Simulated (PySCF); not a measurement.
A structure optimised at B3LYP-D3(BJ)/def2-SVP, used in a PySCF frequency run:

```
B
O 1 1.3481
H 2 0.9768 1 108.33
C 1 1.5507 2 122.39 3 -179.92
C 4 1.3445 1 122.58 2 0.40
H 5 1.0955 4 120.80 1 -0.06
H 5 1.0956 6 116.53 4 -180.00
H 4 1.0981 5 117.97 6 -179.98
C 1 1.6210 2 113.17 3 0.04
O 9 1.2192 1 118.17 2 -0.07
H 9 1.1233 10 119.14 3 -179.96
```
Charge 0, spin multiplicity 1.

### Question
Write its SMILES and formula.

### Answer
C=CB(O)C=O, C3H5BO2

### Question
What are its rotational constants (standard atomic weights)?

### Answer
9.5477, 2.0653, 1.6980 GHz
